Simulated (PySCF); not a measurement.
Polarisability and C₆ of B⁻ (boron, charge -1)

[He] 2s2 2p2, high-spin 3P determinant. Computed with PySCF 2.14 in dyall-av3z, with no relativity, point nucleus. Coupled (time-dependent) response in atomic units; α is the mean over directions.

| method | mean α (bohr³) | α xx, yy, zz | C₆ (like pair) | S(−4) |
| --- | --- | --- | --- | --- |
| UHF | 119.2 | 53.56, 152.0, 152.0 | 1189 | 18450 |
| wB97M-V | 151.3 | 63.10, 195.5, 195.5 | 1556 | 36890 |

S(−4) is the Cauchy moment in α(ω) = α(0) + S(−4) ω² + …

α(iu) at UHF:

```json
{"u (hartree)": "0", "α(iu) (bohr³)": "119.2"}
{"u (hartree)": "0.0500", "α(iu) (bohr³)": "90.42"}
{"u (hartree)": "0.100", "α(iu) (bohr³)": "62.28"}
{"u (hartree)": "0.200", "α(iu) (bohr³)": "35.10"}
{"u (hartree)": "0.300", "α(iu) (bohr³)": "21.90"}
{"u (hartree)": "0.500", "α(iu) (bohr³)": "10.48"}
{"u (hartree)": "0.750", "α(iu) (bohr³)": "5.393"}
{"u (hartree)": "1.00", "α(iu) (bohr³)": "3.279"}
{"u (hartree)": "1.50", "α(iu) (bohr³)": "1.589"}
{"u (hartree)": "2.00", "α(iu) (bohr³)": "0.9410"}
{"u (hartree)": "3.00", "α(iu) (bohr³)": "0.4469"}
{"u (hartree)": "5.00", "α(iu) (bohr³)": "0.1753"}
```

A single London oscillator, α(iu) = α/(1 + u²/ω²), gives C₆ = (3/4) ω α². Matching the computed C₆ needs ω = 4 × 1189 / (3 × 119.2²) = 0.112 hartree.

For an ion, C₆ is the dispersion term alone; charge-induced terms of lower order in 1/R come first.

The components differ because the open shell of this determinant is not spherical; for a pure term their mean is the scalar polarisability.
